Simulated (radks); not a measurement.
Spherical jellium clusters: N electrons in a uniform positive sphere of charge N and radius rs N^(1/3), rs = 2.48 bohr. Method: non-relativistic Kohn-Sham, exchange-only LDA, spin-polarised, spherical densities; computed with a radial shooting solver with Libxc functionals. Levels are named by radial order and angular momentum (1s, 1p, 1d, 2s, ...), and open shells are averaged over m.

N = 19, configuration 1s2 1p6 1d10 2s(up 1, down 0). This is the lowest configuration that the search found. Occupied and some empty levels:

| level | occupation | eigenvalue (eV) | <r> (bohr) |
|---|---|---|---|
| 1s up | 1 | -8.4368 | 3.885 |
| 1s down | 1 | -8.0567 | 4.117 |
| 1p up | 3 | -6.1198 | 4.956 |
| 1p down | 3 | -5.9775 | 4.991 |
| 1d up | 5 | -3.5962 | 5.799 |
| 1d down | 5 | -3.4841 | 5.774 |
| 2s up | 1 | -3.2430 | 5.350 |
| 2s down | 0 | -2.6541 | 5.570 |
| 1f up | 0 | -0.97580 | 6.860 |
| 1f down | 0 | -0.83993 | 6.828 |
| 2p up | 0 | -0.83604 | 8.074 |
| 2p down | 0 | -0.60642 | 8.567 |

Energy (eV): total -3.43451, kinetic 73.922, external -1716.3, Hartree 829.84, exchange-correlation -81.551, background 890.65.

Electron density:

| r (bohr) | n(r) (e/bohr^3) |
|---|---|
| 0.787 | 0.01517 |
| 1.63 | 0.01421 |
| 2.48 | 0.01446 |
| 3.32 | 0.01591 |
| 4.16 | 0.01662 |
| 5.01 | 0.01461 |
| 5.85 | 0.01003 |
| 6.69 | 0.005282 |
| 7.54 | 0.002299 |
| 8.38 | 0.0009116 |
| 9.23 | 0.0003455 |
| 10.1 | 0.0001281 |
| 10.9 | 0.00004732 |
